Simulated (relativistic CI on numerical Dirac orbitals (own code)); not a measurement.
# Ba I: calculation against measurement

Method of calculation: Dirac-Coulomb-Breit CI, separate exchange-only KLI orbitals for each configuration, model QED, valence Slater integrals scaled by 0.85, P86 correlation energy added to each configuration (own radial code, finite nucleus).

CI space (outside the closed core [Xe]): 6s2, 6s.5d, 6s.6p, 5d.6p, 6s.7p, 5d2, 6p2, 6s.6d, 6s.7s, 5d.6d, 6s.8s, 6s.4f, 6s.7d, 6s.8p, 6d2, 5d.7s, 6s.9s, 6s.5f, 6s.5g, 6s.8d, 6s.9p, 6s.9d, 6p.6d. Levels of other configurations are missing.

| Configuration | Term (tabulated) | J | Measured (cm⁻¹) | Computed | Error | Purity (%) |
| --- | --- | --- | --- | --- | --- | --- |
| 6s2 | 1S | 0 | 0.0 | 0 | 0 | 93 |
| 6s.5d | 3D | 1 | 9034.0 | 9353 | 319 | 100 |
| 6s.5d | 3D | 2 | 9215.5 | 9457 | 241 | 99 |
| 6s.5d | 3D | 3 | 9596.5 | 9644 | 48 | 100 |
| 6s.5d | 1D | 2 | 11395.4 | 11644 | 248 | 86 |
| 6s.6p | 3P° | 0 | 12266.0 | 10585 | -1681 | 97 |
| 6s.6p | 3P° | 1 | 12636.6 | 10917 | -1719 | 96 |
| 6s.6p | 3P° | 2 | 13514.7 | 11656 | -1859 | 96 |
| 6s.6p | 1P° | 1 | 18060.3 | 16771 | -1289 | 68 |
| 5d.6p | 3F° | 2 | 22064.6 | 21302 | -762 | 56 |
| 5d.6p | 3F° | 3 | 22947.4 | 22006 | -942 | 100 |
| 5d.6p | 1D° | 2 | 23074.4 | 21965 | -1109 | 56 |
| 5d.6p | 3F° | 4 | 23757.0 | 22569 | -1188 | 100 |
| 5d.6p | 3D° | 1 | 24192.0 | 23625 | -567 | 99 |
| 5d.6p | 3D° | 2 | 24531.5 | 23823 | -709 | 99 |
| 5d.6p | 3D° | 3 | 24979.8 | 24136 | -844 | 99 |
| 6s.7p | 1P° | 1 | 32547.0 | 29003 | -3544 | 57 |

Measured levels from NIST Handbook of Basic Atomic Spectroscopic Data (Sansonetti and Martin, J. Phys. Chem. Ref. Data 34, 1559 (2005)); pairs were made by configuration, J and term (by order where the table uses no LS term), so strongly mixed levels may be paired wrongly.

Mean error by configuration (cm⁻¹): 6s.5d 214; 6s.6p -1637; 5d.6p -874; 6s.7p -3544. Over the excited levels the mean absolute error is 1067 cm⁻¹ (16 of the 17 excited levels that our extract of the source holds in range could be paired, and the others can miss by more), and the median relative error of those above 1,000 cm⁻¹ is 3.8 %.

Transition probabilities of persistent lines. The last column rescales the computed rate by the cube of measured over computed energy:

```
λ measured (Å)       Lower        Upper  A tabulated (s⁻¹)  A computed  A rescaled
   3071.58 air    6s2 1S_0  6s.7p 1P°_1           4.10e+07    1.34e+07    1.89e+07
   5535.48 air    6s2 1S_0  6s.6p 1P°_1           1.19e+08    1.22e+08    1.53e+08
   6498.76 air  6s.5d 3D_3  5d.6p 3D°_3           5.40e+07    5.11e+07    6.11e+07
   6527.31 air  6s.5d 3D_2  5d.6p 3D°_2           3.30e+07    3.65e+07    4.43e+07
   6595.32 air  6s.5d 3D_1  5d.6p 3D°_1           3.80e+07    4.21e+07    5.05e+07
   6693.84 air  6s.5d 3D_3  5d.6p 3D°_2           1.46e+07    1.14e+07    1.33e+07
   7059.94 air  6s.5d 3D_3  5d.6p 3F°_4           5.00e+07    4.11e+07    5.41e+07
   7280.30 air  6s.5d 3D_2  5d.6p 3F°_3           3.20e+07    3.24e+07    4.24e+07
   7672.09 air  6s.5d 3D_1  5d.6p 3F°_2           1.50e+07    1.45e+07    1.88e+07
   8560.00 air  6s.5d 1D_2  5d.6p 1D°_2           2.00e+07    2.34e+07    3.39e+07
```
